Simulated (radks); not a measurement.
Task: All-electron atom: As+ in [Ar] 3d9.75 4s2 4p2.25 (fractional occupations, a model configuration). Method: scalar-relativistic Kohn-Sham, PBE, spin-polarised, spherical densities, finite nucleus; open shells are filled with parallel spins first; Fermi nuclear charge, rms radius 4.0968 fm; computed with a radial shooting solver on a logarithmic mesh with Libxc functionals. Some entries of the table are withheld. Estimate them.

orbital,occ.,eigenvalue (hartree),r(max) (bohr)
1s up,1,-431.1558,0.02974
1s down,1,-431.1518,0.02974
2s up,1,-55.12635,0.1701
2s down,1,-55.11660,0.1701
2p up,3,-48.39717,0.1363
2p down,3,-48.38769,0.1363
3s up,1,-7.46275,0.5212
3s down,1,-7.44451,0.5213
3p up,3,(1),0.5203
3p down,3,(2),0.5205
3d up,5,-1.95696,0.4753
3d down,4.75,-1.93494,0.4754
4s up,1,-0.91445,(3)
4s down,1,-0.83544,(4)
4p up,2.25,(5),1.874
4p down,0,(6),1.864

Result: 
(1) 3p up eigenvalue (hartree): -5.37986
(2) 3p down eigenvalue (hartree): -5.36101
(3) 4s up r(max) (bohr): 1.588
(4) 4s down r(max) (bohr): 1.567
(5) 4p up eigenvalue (hartree): -0.53758
(6) 4p down eigenvalue (hartree): -0.45804
